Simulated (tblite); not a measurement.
C5H5ClO2Si.
Structure used (GFN2-xTB), in Å, numbered top down from 1:
```
atom  x, y, z in Å
O1    -2.8062    0.7137    0.4550
C2    -2.0002   -0.0703    0.0147
O3    -2.3730   -1.2647   -0.4981
C4    -0.5600    0.1032   -0.0461
C5     0.0700    1.2107    0.4078
C6     1.5049    1.2376    0.2827
C7     2.0436    0.1398   -0.2790
Cl8    3.7233   -0.0377   -0.5228
Si9    0.6852   -1.1304   -0.7356
H10   -3.3370   -1.3558   -0.4447
H11   -0.4604    2.0433    0.8463
H12    2.0717    2.0902    0.6233
H13    0.8238   -2.3523    0.0481
H14    0.6138   -1.3276   -2.1786
```

Level: GFN2-xTB in tblite, geometry and Hessian alike; calculated harmonic values, unscaled, isolated species. This tight-binding method is rough: wavenumbers can miss measured ones by several per cent, in bad cases by 10 to 20. Modes of hydrogen on silicon can be 10 to 20 % off. One conformer, not necessarily the lowest.

Harmonic wavenumbers (cm⁻¹): 57.7, 76.0, 105.2, 220.1, 224.5, 272.0, 276.8, 374.4, 432.9, 478.4, 499.4, 532.2, 540.6, 595.6, 600.6, 660.4, 691.1, 709.6, 738.6, 842.8, 895.2, 956.0, 1056.4, 1077.2, 1134.2, 1214.6, 1269.1, 1285.8, 1499.3, 1594.6, 1747.1, 2308.7, 2312.1, 3080.7, 3092.1, 3455.7.

A = 3359, B = 608.7, C = 518.5 MHz; mass 159.975 u (most abundant isotopes); point group Cs, symmetry number 1.

Task: What is the zero-point energy?

Result: Half the sum of the wavenumbers: 18454 cm⁻¹ = 220.76 kJ/mol.

Task: Give the ideal-gas entropy at 298.15 K and 1 bar in the rigid-rotor, harmonic-oscillator model (classical rotation).

Result: Translation 172.15, rotation 125.92, vibration 109.70: S = 407.8 J/(mol K).

Task: And Cp and H(298.15 K) − H(0)?

Result: Cp = 155.49 J/(mol K), of which vibrations give 122.24 (their classical limit is 36 R = 299.3); H(298.15 K) − H(0) = 27.85 kJ/mol without the zero-point energy, 17.93 from vibrations.

Task: Which modes carry the vibrational entropy at 298.15 K?

Result: 57.7 cm⁻¹: 18.97; 76.0 cm⁻¹: 16.70; 105.2 cm⁻¹: 14.04; 220.1 cm⁻¹: 8.19; 224.5 cm⁻¹: 8.04; 272.0 cm⁻¹: 6.63 J/(mol K); the other 30 give 37.12 together.

Task: What must be added to the electronic energy to get the Gibbs energy at 298.15 K and 1 bar?

Result: ZPE + [H(298.15 K) − H(0)] − T·S = 220.76 + 27.85 − 121.58 = 127.03 kJ/mol.

Task: Blend soft modes into free rotors: weight 1/[1 + (100 cm⁻¹/ν̃)⁴] for the oscillator and the rest for a rotor with moment μB/(μ + B), μ = h/(8π²ν), B = 10⁻⁴⁴ kg m². What vibrational entropy results?

Result: 101.80 J/(mol K) in place of 109.70, which changes −T·S at 298.15 K by +2.35 kJ/mol.

Task: How do the functions run with temperature in this model?

Result: 
```csv
T (K),S (J/(mol K)),Cp (J/(mol K)),H − H(0) (kJ/mol),G − H(0) (kJ/mol),ln q(vib)
100,290.6,71.6,5.08,-23.98,1.36
200,353.8,116.1,14.45,-56.31,3.61
300,408.7,156.2,28.14,-94.48,6.00
500,502.8,211.8,65.43,-185.95,10.81
800,613.4,257.3,136.56,-354.13,17.44
1000,672.8,275.3,189.93,-482.91,21.39
```

q(vib) and H(0) count from the zero-point level.

Hindered rotation and anharmonicity are outside this model. Other conformers, if any are populated, would add a mixing term that is left out.

Time: 0.5 s. Hardware: Arm Neoverse V2, one thread, no GPU, shared host with 192 logical CPUs at a one-minute load of 36. The figure is for the frequency step alone.
